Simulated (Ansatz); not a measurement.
A structure relaxed at PBE0-D4/def2-SVP in Ansatz, charge 0, singlet:

```xyz
8

Al    1.165    0.154   -1.423
F     2.489    1.132   -1.337
F     0.917   -0.681   -2.822
O     0.112    0.013   -0.136
Si   -0.932   -0.123    1.137
H    -0.943    1.147    1.923
H    -0.498   -1.244    2.022
H    -2.311   -0.398    0.636
```

Task: Give its formula, name or SMILES and point group.

Result: (F)2Al-O-SiH3 (AlSiOF₂H₃). Point group Cs (tolerance 0.1 Å).

Task: Summarise the bond lengths by kind (pairs closer than 1.2 times the sum of covalent radii, bridged metal pairs left out).

Result: 2 × Al–F 1.65 Å; 1 × O–Si 1.65 Å; 1 × Al–O 1.67 Å; 3 × H–Si 1.49 Å.
